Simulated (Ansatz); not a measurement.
C$_{2}$H$_{8}$FGaSi, SMILES `C[SiH]([GaH2])CF`. Charge 0, multiplicity 1. All single points use the PBE0-D4/def2-TZVP geometry. It is one conformer, not always the lowest.

```xyz
13

C     1.261   -1.483    0.308
Si   -0.181   -0.533   -0.429
Ga   -1.827    0.432    1.044
C     0.351    1.240   -0.934
F    -0.371    2.119   -0.066
H     2.064   -1.619   -0.421
H     0.939   -2.474    0.638
H     1.666   -0.958    1.176
H    -0.657   -1.244   -1.652
H    -3.239    0.865    0.505
H    -1.488    0.669    2.563
H     0.071    1.520   -1.951
H     1.409    1.466   -0.783
```

Question: What is the dipole moment at ωB97M-V/def2-TZVPP? (An estimate is asked.)

Answer: Ansatz gave: 2.41 D, with components (1.79, -1.21, -1.07) D in this frame, pointing from negative to positive charge.

Question: And with PBE, r2SCAN, B3LYP? (Best estimate.)

Answer: Computed: PBE 2.30 D, r2SCAN 2.40 D, B3LYP 2.44 D.

Question: Give the Mulliken charges with ωB97M-V, PBE, B3LYP in def2-TZVPP. (Best estimate.)

Answer: Ansatz gave: 
```json
{"atom": "C1", "ωB97M-V": "-0.43", "PBE": "-0.36", "B3LYP": "-0.37"}
{"atom": "Si2", "ωB97M-V": "0.12", "PBE": "0.10", "B3LYP": "0.20"}
{"atom": "Ga3", "ωB97M-V": "0.14", "PBE": "0.14", "B3LYP": "0.17"}
{"atom": "C4", "ωB97M-V": "-0.09", "PBE": "-0.04", "B3LYP": "-0.05"}
{"atom": "F5", "ωB97M-V": "-0.24", "PBE": "-0.21", "B3LYP": "-0.26"}
{"atom": "H6", "ωB97M-V": "0.12", "PBE": "0.10", "B3LYP": "0.10"}
{"atom": "H7", "ωB97M-V": "0.12", "PBE": "0.11", "B3LYP": "0.10"}
{"atom": "H8", "ωB97M-V": "0.13", "PBE": "0.11", "B3LYP": "0.11"}
{"atom": "H9", "ωB97M-V": "-0.02", "PBE": "-0.06", "B3LYP": "-0.08"}
{"atom": "H10", "ωB97M-V": "-0.04", "PBE": "-0.05", "B3LYP": "-0.07"}
{"atom": "H11", "ωB97M-V": "-0.04", "PBE": "-0.05", "B3LYP": "-0.07"}
{"atom": "H12", "ωB97M-V": "0.13", "PBE": "0.11", "B3LYP": "0.11"}
{"atom": "H13", "ωB97M-V": "0.12", "PBE": "0.10", "B3LYP": "0.11"}
```

B3LYP here is the variant with VWN-RPA as its local correlation; programs differ in this.
